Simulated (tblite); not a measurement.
C2H9FSSi2.
Bonds: F1–C2, C2–C3, C3–Si4, Si4–S5, S5–Si6. Hydrogens: H7, H8 on C2; H9, H10 on C3; H11, H12 on Si4; H13, H14, H15 on Si6.

Computed geometry: GFN2-xTB, gas phase.

Q: Give the optimised bond lengths and angles.

A: 
```tsv
bond	length (Å)
F1–C2	1.377
C2–C3	1.514
C3–Si4	1.898
Si4–S5	2.149
S5–Si6	2.143
C2–H7, C2–H8	1.095
C3–H9, C3–H10	1.090
Si4–H11, Si4–H12	1.460
Si6–H13, Si6–H14, Si6–H15	1.455
```

Bonds in one row agree within 0.01 Å and their mean is given. A selection of angles:
```tsv
angle	degrees
F1–C2–C3	110.4
F1–C2–H7	106.3
C3–C2–H7	112.4
H7–C2–H8	109.7
C2–C3–Si4	111.1
C2–C3–H9	108.5
C2–C3–H10	109.3
Si4–C3–H9	111.1
Si4–C3–H10	109.8
H9–C3–H10	107.0
C3–Si4–S5	104.9
C3–Si4–H11	112.4
S5–Si4–H11	109.1
S5–Si4–H12	108.3
H11–Si4–H12	111.0
Si4–S5–Si6	102.8
S5–Si6–H13	108.3
S5–Si6–H14	103.2
H13–Si6–H14	113.1
H13–Si6–H15	110.6
```

Dihedral angles: F1–C2–C3–Si4 -53° (synclinal); C2–C3–Si4–S5 -173° (antiperiplanar); C3–Si4–S5–Si6 -178° (antiperiplanar). The mirror-image conformer, all signs reversed, is as good.

Si6 (SiH3 silicon) is distorted tetrahedral (angles from 103.2° to 113.1°). S5 (sulfur bonded to 2 Si) is bent (angle 102.8°). Si4 (SiH2 silicon) is distorted tetrahedral (angles from 104.9° to 112.4°).

Point group: C1 (no symmetry element, even within 0.4 Å). Its GFN2-xTB frequencies are all real (lowest 35 cm⁻¹). The numbers are those of one conformer.
